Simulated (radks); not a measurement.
The gold ion Au+, configuration [Xe] 4f14 5d10. All-electron calculation, Dirac Kohn-Sham, BLYP, spin-unpolarised, spherical densities, finite nucleus; Fermi nuclear charge, rms radius 5.4371 fm. Program: a radial shooting solver on a logarithmic mesh with Libxc functionals.

Radial electron density D(r) = 4 pi r^2 rho(r):

r (bohr),D(r) (e/bohr)
0.003508,55.77
0.004755,75.30
0.006496,95.49
0.008874,110.4
0.01212,114.3
0.01656,107.3
0.02245,101.2
0.03067,112.5
0.0419,138.3
0.05724,145.0
0.07819,122.1
0.1068,120.0
0.1448,137.2
0.1978,104.6
0.2702,75.14
0.3691,89.21
0.5043,64.66
0.689,30.73
0.9337,21.34
1.276,14.04
1.743,6.342
2.381,2.108
3.252,0.4760
4.443,0.05864
6.022,0.003182

D(r) has 4 maxima, at r = 0.0114, 0.0520, 0.144, 0.375 bohr, and minima at 0.0224, 0.0925, 0.266 bohr, inside which lie 2.04, 11.03, 30.03 electrons.
